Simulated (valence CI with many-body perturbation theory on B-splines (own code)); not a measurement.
**Hg⁶⁶⁺ in brief**

Method: valence CI with perturbative core correlation (CI+MBPT): four valence electrons over a frozen Dirac-Fock core [Ne], radial functions for each j: 11 s, 11 p, 9 d, 7 f, 5 g, 2 h, 1 i, with the one-electron correlation potential Σ1, the two-electron term Σ2, the three-electron term Σ3, Breit, model QED; selected CI, second order for the rest (own B-spline code, finite nucleus).

The last digits are not significant, and no measured levels were compared; by estimate large intervals hold to a few tenths of a per cent, small ones and those within an open d or f shell to about a per cent.

Levels are named by their leading jj configuration (3d3/2^4 stands for four electrons in 3d with j = 3/2), which in mixed levels can hold well under half, so a name can repeat and another be missing.

Rates and lifetimes use the calculated energies. Strong lines usually hold to 10 to 20 %, long lifetimes can be off by a factor of two.

What is the ground level?

(3s^2 3p1/2^2) J=0, composition 68 % 3s²3p² ³P + 32 % 3s²3p² ¹S.

Name the longest-lived excited levels whose lifetime is computed, and their main decay.

(3s^2 3p1/2 3p3/2) J=2 at 520.5 eV lives 49.0 ns, mostly by E2 to (3s^2 3p1/2^2) J=0; (3s^2 3p1/2 3p3/2) J=1 at 510.4 eV lives 1.21 ns, mostly by M1 to (3s^2 3p1/2^2) J=0.

Where does the other parity begin?

At (3s 3p1/2^2 3p3/2) J=2, 702.5 eV.

What is the ionisation energy?

8007.3 eV; NIST lists 8010 ± 40 eV (theoretical).

What are the static dipole polarisabilities of the lowest levels?

(3s^2 3p1/2^2) J=0 0.00145 bohr³, of which the core gives 3.10e-05.

How well does LS coupling describe the low levels?

Among the lowest 20 levels the leading LS term, summed over configurations, holds 58 % on average. For single configurations the figures are 55 % in LS and 93 % in jj coupling. Terms mix most in the J = 2 level at 1099.1 eV, where the leading one holds 27 %.
